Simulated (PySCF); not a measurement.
Electron correlation in Al- (aluminium, charge -1)

[Ne] 3s2 3p2, high-spin 3P determinant. Calculation: PySCF 2.14, in x2c-QZVPPall with one added diffuse shell each of s, p, d, f type (10s7p5d3f1g, 86 functions); the spin-free X2C one-electron Hamiltonian (Gaussian nucleus). Frozen: [Ne]; 4 electrons correlated.

```csv
level,correlation energy (mhartree)
CCSD,-65.57
(T),-3.26
CCSD(T),-68.83
```

Diagnostics: T1 = 0.019, D1 = 0.0424, largest double amplitude 0.076.

Q: Is a single reference adequate?

A: Mostly. T1 lies below 0.03, but a double amplitude of this size points to a near-degeneracy that CCSD handles and MP2 describes poorly.
